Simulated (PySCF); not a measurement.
Molecule: sum formula H₃SiO, charge 1, multiplicity 1. It need not be the lowest isomer of its formula. 
Geometry from a B3LYP-D3(BJ)/def2-TZVP (Ansatz) optimisation:
SMILES: [SiH2]=[OH+]
```xyz
5

Si     0.0725    -0.5300     0.0468
O     -0.2154     1.0068    -0.0900
H     -1.1321    -1.3548     0.1025
H      1.4469    -1.0376     0.1086
H      0.3927     1.7583    -0.1471
```
Charge +1, spin multiplicity 1.

Dispersion corrections to the total energy (kcal/mol) from the dftd3 and dftd4 libraries through PySCF: D3(BJ) without and D4 with the three-body term, each with the damping fitted for the functional named.

```csv
functional,D3(BJ),D4
r2SCAN,-0.35,-0.20
PW6B95,___,-0.90
B2GP-PLYP,___,-0.37
TPSS,-1.72,-1.25
B2PLYP,-1.15,-0.63
BLYP,-3.03,-2.13
HF,-14.13,___
```

Question: Fill in the missing entries.

Answer: 
- PW6B95, D3(BJ): -0.68
- B2GP-PLYP, D3(BJ): -0.99
- HF, D4: -3.73
